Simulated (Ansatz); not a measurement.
Species: 1,1,1,2,2,3,3,3-octafluoropropane, C3F8 (charge 0, singlet). 
Geometry from a B3LYP-D3(BJ)/def2-TZVP (Ansatz, a quantum-chemistry and plane-wave program) optimisation:
```
C
F 1 1.3464
F 1 1.3464 2 109.15
C 1 1.5568 2 107.96 3 117.13
F 4 1.3337 1 108.80 2 -59.21
F 4 1.3338 5 108.81 1 -120.68
F 4 1.3338 5 108.82 6 -118.63
C 1 1.5568 2 107.98 3 -117.12
F 8 1.3337 1 108.80 2 58.69
F 8 1.3338 9 108.81 1 -120.68
F 8 1.3338 9 108.82 10 -118.63
```

Computed values are from Ansatz. Valence correlation only, unless marked. UHF or UKS for open shells. Spin-orbit coupling is left out. Non-relativistic. CBS(X,Y): correlation extrapolated as X^-3; Hartree-Fock from the larger set. The bracket is a focal-point correction in the basis named.

Q: What is the total energy at RI-MP2/CBS(aug-cc-pVTZ,aug-cc-pVQZ)+[CCSD(T)-MP2]/aug-cc-pVTZ?

A: -912.4730 Eh.

Q: What is the T1 diagnostic at CCSD/aug-cc-pVTZ?

A: 0.013.

Q: What is the atomisation energy De at RI-MP2/CBS(aug-cc-pVTZ,aug-cc-pVQZ)+[CCSD(T)-MP2]/aug-cc-pVTZ?

A: 1104.8 kcal/mol.

Q: What is the dipole moment at CCSD(T)/aug-cc-pVDZ?

A: 0.14 D.
